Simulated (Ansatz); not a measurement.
Consider the redistribution: `[NH2][InH][NH2]` + `[CH3][GeH2][CH3]` → `[NH2][InH2]` + `[CH3][GeH2][CH2]N`.

Gas-phase electronic energies from Ansatz, PBE0-D4/def2-TZVP geometries. CCSD(T)/CBS is the MP2 limit (def2-TZVPP, def2-QZVPP) plus CCSD(T) − MP2 in def2-TZVPP, frozen cores. DFT in def2-TZVPP. B3LYP here is the variant with VWN-RPA as its local correlation; programs differ in this. def2 core potentials past Kr. For Ge, In outer-core shells are correlated without core-valence functions, which leaves a few kJ/mol of doubt a bond. Scalar relativity is left out up to krypton. Each species was taken in one conformer, which may not be the lowest.

`[NH2][InH][NH2]`:

```xyz
8

N     0.432    1.644    0.239
In    0.603   -0.265   -0.392
N    -0.985   -1.401    0.119
H    -0.222    1.864    0.974
H     1.259    2.212    0.342
H     1.944   -0.855   -1.262
H    -1.179   -2.246   -0.394
H    -1.852   -0.952    0.372
```

`[CH3][GeH2][CH3]`:

```xyz
11

C    -1.540    0.380   -0.433
Ge    0.189    0.583    0.457
C     1.367   -0.913    0.015
H    -2.200    1.213   -0.189
H    -2.021   -0.547   -0.117
H    -1.407    0.350   -1.516
H    -0.020    0.644    1.985
H     0.846    1.907    0.015
H     0.919   -1.855    0.335
H     1.534   -0.958   -1.062
H     2.333   -0.804    0.511
```

`[NH2][InH2]`:

Cartesian coordinates in Å:
```
N -0.834 0.600 0.243
In 0.752 -0.540 -0.220
H -0.777 1.485 0.718
H -1.788 0.357 0.034
H 0.379 -2.004 -1.026
H 2.267 0.103 0.251
```

`[CH3][GeH2][CH2]N`:

Z-matrix (Å, degrees):
```
C
Ge 1 1.956
H 1 1.091 2 110.5
H 1 1.091 2 110.3 3 -120.0
H 1 1.091 2 110.6 3 120.1
C 2 1.967 1 110.6 3 59.3
H 2 1.547 1 109.8 3 -59.7
H 2 1.540 1 110.3 3 -178.9
N 6 1.455 2 110.4 1 -172.2
H 6 1.101 2 108.6 1 -45.3
H 6 1.094 2 106.9 1 69.5
H 9 1.012 6 111.0 2 61.8
H 9 1.013 6 111.2 2 -179.2
```

```tsv
level	ΔE (kJ/mol)	difference from CCSD(T)/CBS
PBE-D4	94.1	-14.3
r2SCAN-D4	100.8	-7.6
PBE0-D4	94.2	-14.2
B3LYP-D4	97.1	-11.3
ωB97X-V	96.4	-12.0
ωB97M-V	97.4	-11.0
B2PLYP	104.1	-4.3
PBE	95.2	-13.2
r2SCAN	101.1	-7.3
PBE0	95.1	-13.3
B3LYP	98.7	-9.7
HF/def2-TZVPP	97.0	-11.4
MP2/def2-TZVPP	111.1	2.7
SCS-MP2/def2-TZVPP	107.3	-1.1
CCSD/def2-TZVPP	101.6	-6.8
CCSD(T)/def2-TZVPP	102.7	-5.7
HF/def2-QZVPP	97.8	-10.6
MP2/def2-QZVPP	114.7	6.3
SCS-MP2/def2-QZVPP	110.6	2.2
HF/CBS(def2)	97.9	-10.5
MP2/CBS(def2)	116.8	8.4
CCSD/CBS(def2)	107.2	-1.2
CCSD(T)/CBS	108.4	0
```

Largest T1 diagnostic among the species: 0.016.

In def2-TZVPP, CCSD(T) changes the Hartree–Fock value by +5.7 kJ/mol (the triples alone add +1.2 kJ/mol) and MP2 by +14.1 kJ/mol.
